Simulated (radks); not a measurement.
As4.5+, configuration [Ar] 4s2 3d(up 4.5, down 4) (fractional occupations, a model configuration). Method: non-relativistic Kohn-Sham, TPSS, spin-polarised, spherical densities, point nucleus; meta-GGA in the generalised Kohn-Sham scheme; computed with a radial shooting solver on a logarithmic mesh with Libxc functionals.

Normalised radial functions P(r) = r R(r), r in bohr:

r	3s down	3p down
0.003309	0.1366	0.0042
0.003761	0.1529	0.0054
0.004274	0.1708	0.0069
0.004858	0.1903	0.0088
0.005521	0.2113	0.0112
0.006275	0.2340	0.0143
0.007132	0.2581	0.0182
0.008106	0.2834	0.0232
0.009287	0.3112	0.0299
0.01056	0.3378	0.0378
0.012	0.3642	0.0476
0.01363	0.3893	0.0599
0.0155	0.4121	0.0751
0.01761	0.4311	0.0936
0.02002	0.4446	0.1163
0.02275	0.4506	0.1436
0.02586	0.4466	0.1762
0.02963	0.4288	0.2173
0.03367	0.3963	0.2626
0.03827	0.3462	0.3143
0.04349	0.2763	0.3723
0.04943	0.1854	0.4355
0.05618	0.0736	0.5024
0.06386	-0.0571	0.5700
0.07258	-0.2024	0.6344
0.08249	-0.3549	0.6902
0.0945	-0.5130	0.7322
0.1074	-0.6435	0.7469
0.1221	-0.7396	0.7286
0.1387	-0.7840	0.6686
0.1577	-0.7610	0.5602
0.1792	-0.6591	0.3998
0.2037	-0.4739	0.1885
0.2315	-0.2111	-0.0666
0.2631	0.1118	-0.3510
0.3015	0.4886	-0.6620
0.3426	0.8353	-0.9360
0.3894	1.1326	-1.1636
0.4426	1.3441	-1.3207
0.503	1.4457	-1.3910
0.5717	1.4306	-1.3698
0.6498	1.3126	-1.2668
0.7385	1.1201	-1.1018
0.8394	0.8885	-0.9003
0.9616	0.6387	-0.6756
1.093	0.4303	-0.4793
1.242	0.2656	-0.3151
1.412	0.1490	-0.1906
1.605	0.0754	-0.1053
1.824	0.0339	-0.0524
2.073	0.0133	-0.0231
2.356	0.0044	-0.0089
2.677	0.0013	-0.0029
3.068	0.0003	-0.0007
3.486	0.0000	-0.0002
3.963	0.0000	0.0000
4.504	0.0000	0.0000
5.119	0.0000	0.0000

3s down: eigenvalue -261.43 eV, 2 radial nodes at r = 0.0605, 0.252 bohr, <r> = 0.600 bohr, 90 % of the charge inside 0.892 bohr. 3p down: eigenvalue -208.67 eV, 1 radial node at r = 0.224 bohr, <r> = 0.609 bohr, 90 % of the charge inside 0.928 bohr.
